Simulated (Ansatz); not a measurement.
This geometry of AlH8N3 (12 atoms, charge 0, multiplicity 1) is a first-order saddle point.

All numbers below come from RKS PBE-D4/def2-SVP (Ansatz).

```xyz
12
Properties=species:S:1:pos:R:3
Al -0.102 0.127 0.181
H 0.782 -1.219 1.134
N 0.537 1.799 0.297
N -1.816 -0.283 0.527
H 0.981 -1.373 0.142
N 0.794 -0.897 -1.175
H 1.340 2.157 -0.223
H 0.304 2.447 1.053
H -2.589 0.370 0.377
H -2.119 -1.035 1.147
H 1.637 -0.581 -1.669
H 0.250 -1.512 -1.792
```

Q: Which two structures does it join? (They come from a converged band through this point; their orientation in space is the band's.)

A: Bonds broken: Al1–H2, H5–N6. Bonds formed: H2–H5. AlH8N3 becomes AlH6N3 + H2.

First end point:

```xyz
12
Properties=species:S:1:pos:R:3
Al 0.080 -0.027 0.677
H 0.862 -0.833 1.840
N 0.646 1.656 0.202
N -1.711 -0.335 0.403
H 1.424 -1.781 -0.983
N 0.757 -1.000 -1.037
H 1.475 2.060 0.648
H -0.033 2.417 0.094
H -2.360 0.451 0.297
H -2.196 -1.045 0.961
H 1.164 -0.242 -1.606
H -0.109 -1.320 -1.497
```

Last end point:

```xyz
12
Properties=species:S:1:pos:R:3
Al -0.307 0.490 -0.186
H 1.625 -2.647 1.210
N 0.353 2.114 0.163
N -1.882 -0.021 0.484
H 1.367 -2.167 0.659
N 0.631 -0.655 -1.203
H 1.070 2.590 -0.385
H 0.068 2.707 0.945
H -2.606 0.607 0.835
H -2.181 -0.991 0.598
H 1.620 -0.559 -1.437
H 0.242 -1.468 -1.684
```

Q: How far does it lie above each of them?

A: 1.06 eV above the first and 0.62 eV above the second. This is the barrier of this one path; another mechanism may lie lower. The orbitals stay closed-shell, which can raise the energy where a bond breaks towards radicals; this wasn't checked here.

The run took 73 s on 2 threads of Intel(R) Xeon(R) Platinum 8375C CPU @ 2.90GHz (Ice Lake), on a shared host, peak memory 0.2 GiB.
